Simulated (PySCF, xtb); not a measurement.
GeF3I, SMILES [F][Ge]([I])([F])[F].

Harmonic wavenumbers (cm⁻¹) from GFN2-xTB (xtb 6.7.1) at its own minimum, in rising order: 114, 114, 164, 165, 171, 292, 482, 515, 515.

### Question
What does B3LYP-D3(BJ)/def2-SVP (PySCF) give at its own minimum? (Estimate from the structure and the level; the computed values follow.)

### Answer
136, 136, 207, 232, 232, 311, 718, 764, 764. Paired by order, the mean absolute difference is 108 cm⁻¹ and the zero-point energies are 3.6 and 5.0 kcal/mol.
